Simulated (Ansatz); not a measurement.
ethylmethylamine (C₃H₉N), singlet, at a GFN2-xTB geometry; B3LYP/cc-pVDZ (Ansatz, a program for electronic structure).

Here is a job for Ansatz.
Ansatz 0.2 input:
```yaml
crystal:
  periodic: [false, false, false]
  atoms:
    - {symbol: C, position_ang: [-1.87400516, -0.07441474, 0.25926631]}
    - {symbol: C, position_ang: [-0.47967426, -0.52314354, -0.15357921]}
    - {symbol: N, position_ang: [0.48496756, 0.53256834, 0.09166092]}
    - {symbol: C, position_ang: [1.83881192, 0.15577176, -0.25160561]}
    - {symbol: H, position_ang: [-2.12917341, 0.85017624, -0.25108071]}
    - {symbol: H, position_ang: [-2.60684655, -0.83489174, 0.00244945]}
    - {symbol: H, position_ang: [-1.91726736, 0.10044473, 1.33251953]}
    - {symbol: H, position_ang: [-0.21866346, -1.45961765, 0.37470674]}
    - {symbol: H, position_ang: [-0.46266346, -0.73524512, -1.22757567]}
    - {symbol: H, position_ang: [0.44326878, 0.80309834, 1.07075897]}
    - {symbol: H, position_ang: [2.50814061, 0.98145236, -0.01688696]}
    - {symbol: H, position_ang: [1.88584461, -0.03606901, -1.32424885]}
    - {symbol: H, position_ang: [2.19179223, -0.74660748, 0.27324197]}
basis:
  gaussian:
    orbitals: cc-pVDZ
hamiltonian:
  xc: b3lyp
accuracy: high
```

What does Ansatz print? Leave out banner, timings and long lists.


```
Functional definition: B3LYP
2542 factors; integrals over basis functions are off by at most 3.5e-9 eV
mean field evaluation 1: about -4738.9091 eV, gradient 6.0e1 eV
mean field evaluation 2: about -4733.6692 eV, gradient 7.5e1 eV
mean field evaluation 4: about -4747.6524 eV, gradient 3.3e0 eV
mean field evaluation 8: about -4747.9188 eV, gradient 2.0e-1 eV
mean field evaluation 16: about -4747.9189 eV, gradient 4.0e-5 eV
mean field -4747.91892197 eV, -174.4828021273 hartree, gradient 9.2e-8 eV, S^2 0.000000; 0 other end points of the search recorded, 0 dependent functions left out
reference -4747.91896717 eV, -174.4828037884 hartree; 17, 17 occupied and 84, 84 virtual orbitals, 2542 factors
Total energy: -4747.91896717 eV, -174.4828037884 hartree
```
